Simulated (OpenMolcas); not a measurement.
Eu²⁺: effect of the IPEA shift

```yaml
Program: OpenMolcas
Basis: ANO-RCC-VTZP [8s7p5d3f2g1h]
Scalar_Hamiltonian: DKH2, point nucleus
Active_space: 7 electrons in 7 orbitals (4f)
State_averaging: 2S+1 = 8 odd, 1 root; 2S+1 = 6 odd, 48 roots; 2S+1 = 4 odd, 96 roots kept (CI in the orbitals of an earlier block); 2S+1 = 2 odd, 25 roots kept (CI in the orbitals of an earlier block, 0 in the spin-orbit step)
Spin-orbit_coupling: RASSI with atomic mean-field integrals over the reference wave functions, term energies averaged over their components
```

Methods on the same reference wave functions:
A. CASSCF
B. MS-CASPT2, IPEA 0 Eh, imaginary shift 0.1 Eh (closed shells correlated: 5s 5p)
C. MS-CASPT2, IPEA 0.25 Eh, imaginary shift 0.1 Eh (closed shells correlated: 5s 5p)

Energies in cm⁻¹ above 4f⁷ ⁸S°_7/2, the measured ground level; measured values from Martin, Zalubas and Hagan, Atomic Energy Levels: The Rare-Earth Elements, NSRDS-NBS 60 (1978).

```tsv
Level	A	B	C	Measured
4f⁷ ⁸S°_7/2	0.0	0.0	0.0	0.0
4f⁷ ⁶P°_7/2	35945	29430	29940	28200
4f⁷ ⁶P°_5/2	36288	29690	30190	
4f⁷ ⁶P°_3/2	37018	30440	30940	
4f⁷ ⁶I°_7/2	39011	34490	34750	
4f⁷ ⁶I°_9/2	39287	34800	35040	
4f⁷ ⁶I°_17/2	39396	34960	35190	32073
4f⁷ ⁶I°_11/2	39536	35080	35310	32180
4f⁷ ⁶I°_15/2	39669	35240	35460	32308
4f⁷ ⁶I°_13/2	39690	35250	35480	
4f⁷ ⁶D°_9/2	44016	37350	37770	
4f⁷ ⁶D°_1/2	44814	38240	38650	
4f⁷ ⁶D°_7/2	45066	38420	38840	
4f⁷ ⁶D°_3/2	45107	38510	38920	
4f⁷ ⁶D°_5/2	45287	38660	39080
```

Deviations, from unrounded energies. A percentage is the sum of absolute deviations over the sum of measured energies, with the sign that they share, or ± where signs differ.

```json
{"Against measurement": "mean absolute deviation (cm-1)", "Levels": "4", "A": "7400", "B": "2500", "C": "2800"}
{"Against measurement": "other terms of the ground configuration (%)", "Levels": "4", "A": "+23.9", "B": "+8.0", "C": "+8.9"}
```

B lies closest to measurement on these levels and A furthest from it. The largest miss of B in the table is 4f⁷ ⁶I°_15/2, by +2900 cm-1. The ranking rests on the paired levels alone, and a cruder setting can come out closer through cancelling errors.

Between B and C the level of the table that moves most is 4f⁷ ⁶P°_7/2, by 510 cm-1 (lowest in B, highest in C). Moves below CASPT2's spread within the term are not significant.

The mean deviations of B to C differ by less than CASPT2's widest spread within a term (420 cm-1), so their order carries little weight.

From A to B the spin-free energies of the other terms of 4f⁷ shown, above ⁸S°, scale by factors of 0.82 to 0.89, as is usual when dynamic correlation screens the repulsion within a d or f shell.

The lowest spin-free term lies below A's lowest term by 0.599 hartree in B, 0.576 hartree in C.

CASPT2 breaks the degeneracy within a term, and the mean is taken; among the terms shown or strongly mixed into the levels shown the widest spread is 420 cm-1 (4f⁷ ⁶I°, C). Only 96 quartet roots enter the spin-orbit mixing, so the splitting and order within the octet and the sextets are unsound, and g values and χT are rough. Without dynamic correlation excited terms often stand tens of per cent too high (terms of higher spin than the ground term too low), and those without a measured partner can miss by more than the paired ones (holds for A). Blocks of more than 70 roots (2S+1 = 4 odd) ran without multistate coupling (holds for B; C). Measured partners are found by configuration, term and J. A level has none where our copy of the source lacks it or the pairing is in doubt (some pairs that miss far off the trend of their configuration count as doubtful), and it then counts in no deviation. Levels of configurations outside the active space are missing. Levels that lie high or do not pair safely by name in every column are left out.

° marks odd parity.
